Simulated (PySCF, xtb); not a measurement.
C₃H₆OSi, SMILES C#C[Si@@H](C)O. One conformer was computed; it need not be the lowest.

Harmonic wavenumbers (cm⁻¹) from GFN2-xTB (xtb) at its own minimum, in rising order: 111, 112, 152, 171, 226, 289, 308, 624, 639, 675, 683, 692, 734, 781, 825, 846, 900, 1385, 1493, 1500, 2199, 2217, 3023, 3032, 3058, 3353, 3686.

Problem. What does r2SCAN-D4/def2-SVP (PySCF 2.14.0) give at its own minimum? (An estimate is asked for; the answer gives what the named calculation found.)

Solution. 113, 141, 166, 217, 243, 334, 383, 593, 680, 710, 726, 729, 747, 829, 853, 889, 937, 1258, 1423, 1426, 2128, 2207, 3041, 3151, 3154, 3457, 3883. Paired by order, the mean absolute difference is 55 cm⁻¹ and the zero-point energies are 48.2 and 49.2 kcal/mol.
